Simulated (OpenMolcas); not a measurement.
Cr2+.

```yaml
Program: OpenMolcas 26.06
Basis: ANO-RCC-VQZP [7s6p4d3f2g1h]
Scalar_Hamiltonian: DKH2, point nucleus
Active_space: 4 electrons in 5 orbitals (3d)
State_averaging: 2S+1 = 5 even, 5 roots; 2S+1 = 3 even, 45 roots; 2S+1 = 1 even, 50 roots
Spin-orbit_coupling: state interaction with AMFI integrals over the reference wave functions, term energies averaged over their components
```

Two sets of levels on these reference wave functions, in cm⁻¹ above 3d⁴ ⁵D₀: one from CASSCF and one from MS-CASPT2, IPEA 0.25 Eh, imaginary shift 0.1 Eh (closed shells correlated: 3s 3p).

| Level | Set 1 | Set 2 |
| --- | --- | --- |
| 3d⁴ ⁵D₀ | 0.0 | 0.0 |
| 3d⁴ ⁵D₁ | 67.2 | 65.9 |
| 3d⁴ ⁵D₂ | 199 | 196 |
| 3d⁴ ⁵D₃ | 389 | 386 |
| 3d⁴ ⁵D₄ | 634 | 631 |
| 3d⁴ ³H₄ | 17000 | 20040 |
| 3d⁴ ³H₅ | 17140 | 20170 |
| 3d⁴ ³H₆ | 17300 | 20330 |
| 3d⁴ ³P₀(1) | 16290 | 21710 |
| 3d⁴ ³P₁(1) | 16690 | 22100 |
| 3d⁴ ³P₂(1) | 17410 | 22820 |
| 3d⁴ ³F₂(1) | 18200 | 23020 |
| 3d⁴ ³F₃(1) | 18260 | 23080 |
| 3d⁴ ³F₄(1) | 18350 | 23160 |
| 3d⁴ ³G₃ | 20670 | 25250 |
| 3d⁴ ³G₄ | 20840 | 25420 |

**Question.** Which set is which?

**Answer.** Set 1 is MS-CASPT2. Its levels of the other terms of 3d⁴ lie at 0.75 to 0.85 of the other set's values, as expected, since terms of lower spin or lower L gain more correlation energy than the Hund ground term. Against 15 measured levels (Sugar and Corliss, J. Phys. Chem. Ref. Data 6, 317 (1977)) the mean absolute deviation is 200 cm-1 with it and 3100 cm-1 without; single levels miss by up to 480 cm-1 with it.

CASPT2 breaks the degeneracy within a term, and the mean is taken; among the terms shown or strongly mixed into the levels shown the widest spread is 280 cm-1 (3d⁴ ³G, MS-CASPT2). Without dynamic correlation excited terms often stand tens of per cent too high (terms of higher spin than the ground term too low), and those without a measured partner can miss by more than the paired ones (holds for CASSCF). The CASPT2 spread within a term exceeds the gap to the next term for 3d⁴ ³P(1) and 3d⁴ ³H, so the order of their levels is uncertain (holds for MS-CASPT2). Measured partners are found by configuration, term and J. A level has none where our copy of the source lacks it or the pairing is in doubt (some pairs that miss far off the trend of their configuration count as doubtful), and it then counts in no deviation. Levels of configurations outside the active space are missing. The table leaves out levels that lie high or whose names do not pair safely across all columns.

A number in round brackets counts repeated terms of one configuration in the order of the reference energies.
